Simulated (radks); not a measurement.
Q: All-electron atom: neutral copper in [Ar] 3d10 4s1 (the NIST ground configuration). Method: scalar-relativistic Kohn-Sham, r2SCAN, spin-unpolarised, spherical densities, finite nucleus; meta-GGA in the generalised Kohn-Sham scheme; Fermi nuclear charge, rms radius 3.8823 fm; computed with a radial shooting solver on a logarithmic mesh with Libxc functionals. Some entries of the table are withheld. Estimate them.

| orbital | occ. | eigenvalue (hartree) | <r^2> (bohr^2) |
|---|---|---|---|
| 1s | 2 | -326.2793 | 0.003658 |
| 2s | 2 | -39.42366 | 0.06507 |
| 2p | 6 | -33.95911 | 0.05224 |
| 3s | 2 | -4.35637 | 0.5855 |
| 3p | 6 | -2.73551 | 0.6649 |
| 3d | 10 | -0.18824 | 1.546 |
| 4s | 1 | (1) | (2) |

A: 
(1) 4s eigenvalue (hartree): -0.16622
(2) 4s <r^2> (bohr^2): 10.24
